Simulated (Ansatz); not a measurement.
Input for Ansatz (an electronic-structure program): R-CCSD(T)/def2-TZVPPD on GeH5I (a complex), monomers drawn apart or pushed together. Elements past Kr take the def2 small-core potentials; no spin–orbit coupling. Files ending in .json are basis or fitting sets from the Basis Set Exchange. The run froze 23 orbitals, filled d shells among them.

Ansatz 0.2 input:
```yaml
crystal:
  periodic: [false, false, false]
  atoms:
    - {symbol: Ge, position_ang: [0.07552908, 0.15567178, -0.01274647]}
    - {symbol: H, position_ang: [1.46085800, 0.06768971, 0.64440635]}
    - {symbol: H, position_ang: [-0.64646337, -1.19085611, 0.12507569]}
    - {symbol: H, position_ang: [0.23999343, 0.50411443, -1.50079458]}
    - {symbol: H, position_ang: [-0.74507799, 1.25432418, 0.67872790]}
    - {symbol: I, position_ang: [-0.44242317, -1.04404402, 7.40497401]}
    - {symbol: H, position_ang: [0.31596534, 0.33100495, 7.02712685]}
basis:
  gaussian:
    orbitals: def2-TZVPPD.json
magnetization: {spin_polarized: false}
correlation: {method: ccsd_t, electrons: outside_noble_gas}
scf: {lower_state_search: off}
```

Program output:

```
Functional definition: HF
[...]
these checks for a lower state are left out or cut short: stability, starts, cluster_reference, orbital_swaps, neighbouring_geometries, increment
integrals: 0.73 GiB planned
1310 factors; integrals over basis functions are off by at most 1.4e-3 eV
mean field: 0.68 GiB planned
mean field evaluation 1: about -64623.9818 eV, gradient 1.3e1 eV
mean field evaluation 2: about -64624.0123 eV, gradient 1.3e1 eV
mean field evaluation 4: about -64624.9070 eV, gradient 2.7e0 eV
mean field evaluation 8: about -64624.9272 eV, gradient 1.3e-1 eV
mean field -64624.92730059 eV, -2374.9222739475 hartree, gradient 8.3e-6 eV, S^2 0.000000; 0 other end points of the search recorded, 0 dependent functions left out
23 core orbitals not correlated
reference -64624.92730059 eV, -2374.9222739475 hartree; 8, 8 occupied and 167, 167 virtual orbitals, 1310 factors
second order -7.89124429 eV of doubles, -0.00000000 eV of singles
coupled cluster: 1.76 GiB planned
cycle   1  -8.84057300 eV  change   -9.5e-1 eV  update   7.1e-2
cycle   2  -9.18231182 eV  change   -3.4e-1 eV  update   2.4e-2
cycle   3  -9.19751189 eV  change   -1.5e-2 eV  update   5.5e-3
cycle   4  -9.19585537 eV  change    1.7e-3 eV  update   1.8e-3
cycle   5  -9.19520939 eV  change    6.5e-4 eV  update   4.5e-4
cycle   6  -9.19516236 eV  change    4.7e-5 eV  update   1.2e-4
cycle   7  -9.19519020 eV  change   -2.8e-5 eV  update   2.9e-5
cycle   8  -9.19519351 eV  change   -3.3e-6 eV  update   7.2e-6
perturbative correction -0.26257372 eV, -0.0096494063 hartree
Total energy: -64634.38506782 eV, -2375.2698404828 hartree
Checks for a lower state left out: stability, starts, cluster_reference, orbital_swaps, neighbouring_geometries, increment
```

The calculation finished and met its thresholds.

Cost: very roughly 40 core-seconds.
